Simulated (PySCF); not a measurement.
Pd (palladium, neutral) across methods

[Kr] 4d9 5p1, one real determinant (an excited configuration). All numbers are calculated (PySCF 2.14, a scalar-relativistic core potential, in def2-QZVPP with the def2 core potential (28 electrons) (7s5p4d4f2g, 88 functions)). The B2PLYP total includes its PT2 part (frozen core); its orbital energies are those of the SCF part.

```tsv
method	E (hartree)	mean ε 4d α (eV)	mean ε 4d β (eV)	mean ε 5p α (eV)	Σ⟨r²⟩ (bohr²)	⟨S²⟩
UHF	-126.92732	-15.224	-14.172	-3.432	62.13	2.002
PBE0	-127.7049	-10.438	-9.652	-2.556	58.49	2.001
B2PLYP	-127.5440	-12.191	-11.337	-2.831	59.68	2.001
LC-wPBE	-127.7283	-13.192	-12.466	-3.983	58.45	2.001
r2SCAN	-127.7458	-8.830	-8.032	-2.197	57.52	2.001
BP86	-127.8145	-8.740	-8.059	-2.235	57.75	2.001
LDA	-127.4601	-8.829	-8.091	-2.165	57.53	2.000
TPSS	-127.6632	-8.539	-7.837	-2.064	57.98	2.001
```

**Question.** Estimate the same row for PBE.

**Answer.** E (hartree) = -127.7224; mean ε 4d α (eV) = -8.627; mean ε 4d β (eV) = -7.912; mean ε 5p α (eV) = -2.116; Σ⟨r²⟩ (bohr²) = 58.03; ⟨S²⟩ = 2.001.

⟨L²⟩ = 8.05 against 12 for a pure F term, so this real determinant mixes terms. Energies and moments cover only the electrons outside the core potential.
